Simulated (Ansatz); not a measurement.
Be₂Se, relaxed as a triplet with UKS r2SCAN-D4/def2-TZVP in Ansatz, starting from the r2SCAN-D4/def2-TZVP geometry of the neutral singlet. Force threshold 0.02 eV/Å.

At r2SCAN-D4/def2-TZVP a singlet of charge 0 lies 0.09 eV below the triplet, each at its own geometry. That singlet is doubtful there (restricted singlet, unstable towards broken spin symmetry). The structure comes from a short search, and lower isomers may exist.

Start:

```xyz
3

Be   -0.188   -1.087   -0.298
Be    0.011    0.218    1.122
Se    0.177    0.869   -0.823
```

```json
{"step": "1", "energy (eV)": "-66149.7792", "largest force component (eV/Å)": "1.626", "SCF passes": "34"}
{"step": "2", "energy (eV)": "-66150.1168", "largest force component (eV/Å)": "0.638", "SCF passes": "38"}
{"step": "3", "energy (eV)": "-66150.2400", "largest force component (eV/Å)": "0.209", "SCF passes": "36"}
{"step": "4", "energy (eV)": "-66150.2918", "largest force component (eV/Å)": "0.026", "SCF passes": "41"}
{"step": "5 (rejected)", "energy (eV)": "-66150.2913", "largest force component (eV/Å)": "0.090", "SCF passes": "39"}
{"step": "6", "energy (eV)": "-66150.2918", "largest force component (eV/Å)": "0.003", "SCF passes": "31"}
```

Force components are those of the run's own axes.

End:

```xyz
3

Be   -0.216   -1.290   -0.666
Be    0.068    0.565    1.353
Se    0.148    0.725   -0.687
```

By distances, no bond broke or formed, bridged metal pairs apart. The bond that changes most is Be1–Se3, from 2.06 to 2.05 Å (atoms count from 1). A close non-bonded pair moves further: Be1–Be2, from 1.94 to 2.76 Å. Metal–metal contacts that move far: Be1–Be2 1.94 to 2.76 Å.

No frequencies were taken in this run, so the end may be a saddle point.

Run time 10 s (4 threads of Intel Xeon Platinum 8259CL on a shared host).
